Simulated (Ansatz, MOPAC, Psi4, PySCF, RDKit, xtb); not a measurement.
Noncovalent pair: C2H6 (SMILES CC) (first 8 atoms) with C3H6 (SMILES C=CC); geometry from B3LYP-D3(BJ)/def2-TZVP, rigid monomers moved along the line of their centres of mass till H4···C10 is 3.34 Å.
(charge 0, multiplicity 1):
```xyz
17

C      0.477    -0.542     0.485
C     -0.534     0.599     0.541
H      0.242    -1.242    -0.320
H      0.482    -1.104     1.421
H      1.489    -0.170     0.312
H     -0.557     1.156    -0.397
H     -0.292     1.302     1.339
H     -1.541     0.224     0.732
C     -1.274    -0.372     4.574
C      0.045    -0.469     4.673
C      1.006     0.666     4.515
H     -1.759     0.575     4.365
H     -1.918    -1.234     4.696
H      0.485    -1.441     4.882
H      1.693     0.482     3.684
H      0.486     1.606     4.327
H      1.621     0.787     5.411
```

| level | interaction energy (meV) |
|---|---|
| MMFF94 | -39.8 |
| UFF | -72.2 |
| GFN-FF | -48.9 |
| AM1 | 11.9 |
| PM3 | -15.5 |
| PM6 | -4.5 |
| PM7 | -59.2 |
| GFN1-xTB | -44.1 |
| GFN2-xTB | -49.6 |
| HF/STO-3G (no counterpoise) | 4.2 |
| HF/3-21G (no counterpoise) | -15.9 |
| HF/6-31G* | 14.1 |
| HF/6-31G* (no counterpoise) | -6.5 |
| HF/aug-cc-pVDZ | 13.9 |
| PBE/def2-TZVPPD | -17.9 |
| PBE-D3(BJ)/def2-TZVPPD | -67.8 |
| PBE-D4/def2-TZVPPD | -66.5 |
| BP86/6-31G* (no counterpoise) | 13.4 |
| r2SCAN/def2-TZVPPD | -27.8 |
| r2SCAN-D3(BJ)/def2-TZVPPD | -56.0 |
| r2SCAN-D4/def2-TZVPPD | -52.9 |
| B3LYP/3-21G (no counterpoise) | -18.1 |
| B3LYP/6-31G* | 16.5 |
| B3LYP/6-31G* (no counterpoise) | -8.9 |
| B3LYP/def2-TZVPPD | 13.6 |
| B3LYP-D3(BJ)/def2-TZVPPD | -56.1 |
| B3LYP-D4/def2-TZVPPD | -52.7 |
| PBE0/def2-TZVPPD | -13.5 |
| PBE0-D3(BJ)/def2-TZVPPD | -63.7 |
| PBE0-D4/def2-TZVPPD | -61.3 |
| M06-2X/6-31G* (no counterpoise) | -59.8 |
| wB97X-V/def2-TZVPPD | -56.8 |
| wB97M-V/def2-TZVPPD | -52.2 |
| MP2/6-31G* | -19.9 |
| MP2/6-31G* (no counterpoise) | -48.5 |
| MP2/aug-cc-pVDZ | -53.5 |
| SCS-MP2/aug-cc-pVDZ | -38.2 |
| SAPT0/jun-cc-pV(D+d)Z | -37.4 |

The rows run from -72.2 (UFF) to 16.5 meV (B3LYP/6-31G*). The dispersion term adds -49.9 in PBE-D3(BJ), -48.6 in PBE-D4, -28.2 in r2SCAN-D3(BJ). The 6 functionals in def2-TZVPPD without D3 or D4 span 70.3, from wB97X-V to B3LYP.

Counterpoise-corrected where a basis set is named; no monomer relaxation. Rows marked so take none. RDKit's UFF carries no charges.

Frozen-core correlation. Rows in 3-21G, 6-31G*, STO-3G carry no dispersion term and start afresh at each structure (6-31G* with six Cartesian d functions). MP2/6-31G* freezes PySCF's default core. The state that AM1, PM3, PM6, PM7 reach isn't checked; PM7 holds dispersion and hydrogen-bond terms.

The values were computed with Ansatz (a quantum-chemistry and plane-wave program) with Gaussian orbitals; MOPAC for AM1, PM3, PM6, PM7 (differences of heats of formation); Psi4 for SAPT; PySCF for 3-21G rows, 6-31G* rows, STO-3G rows, the dispersion terms; RDKit for the force fields; xtb for the GFN methods.
